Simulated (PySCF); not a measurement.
Compound: C7H5Cl2N.
Numbering: `[CH2:1]=[CH:2][C@:3]1([Cl:4])[C:5]([C:6]#[N:7])=[C:8]1[CH2:9][Cl:10]`

Definitions: NICS(0) = −σiso at the ring centroid; NICS(1) = −σiso and NICS(1)zz = −σzz at ±1 Å along the ring normal z. Level: GIAO PBE0/pcSseg-1 (PySCF, non-relativistic, gas phase) on the GFN2-xTB geometry, one conformer.

Ring bond lengths (Å), with Mayer bond orders in brackets: C3–C5 1.521 (0.88), C5–C8 1.319 (1.44), C8–C3 1.489 (0.89).

Question: Give the NICS values of each ring in ppm.

Answer: 
```
    ring                                                    type  NICS(0)  NICS(1), two faces  NICS(1)zz, two faces  rms pucker (Å)  centre to ring atoms, mean (Å)
C3–C5–C8  3-membered carbocycle; formal bonds 1 double, 2 single    -29.6         -6.3 / -8.1         -12.5 / -16.6            0.00                            0.83
```

Question: What do they say, and how far can they be read as aromaticity?

Answer: 
- C3–C5–C8: mean NICS(1)zz -14.6 ppm, shielded. C3 has four or more neighbours; no verdict on aromaticity is drawn. The two faces differ by 4.1 ppm, so no symmetry operation interchanges them. NICS(0) lies 22 ppm below the mean NICS(1).

Question: What field does 11.7 T along the ring normal induce along that normal at the second NICS(1) probe listed for ring C3–C5–C8, 1 Å off the ring?

Answer: NICSzz × B0 = -16.6 ppm × 11.7 T = -194 μT, against the applied field.

Question: What are the shieldings of the ring atoms and their hydrogens in the same run (means over atoms taken as equivalent)?

Answer: 
```
atoms                      environment  σ isotropic (ppm)  principal values of the symmetric part, first atom (ppm)
   C3                  sp3 C–Cl carbon              124.0                                         76.1, 91.8, 204.2
   C5  fully substituted alkene carbon               70.5                                        -41.2, 79.4, 173.2
   C8  fully substituted alkene carbon               35.6                                        -87.8, 34.7, 159.8
```

Conformer computed: `[CH2:1]=[CH:2][C@:3]1([Cl:4])[C:5]([C:6]#[N:7])=[C:8]1[CH2:9][Cl:10]`: C1–C2–C3–Cl4 0°, C5–C8–C9–Cl10 -113°.
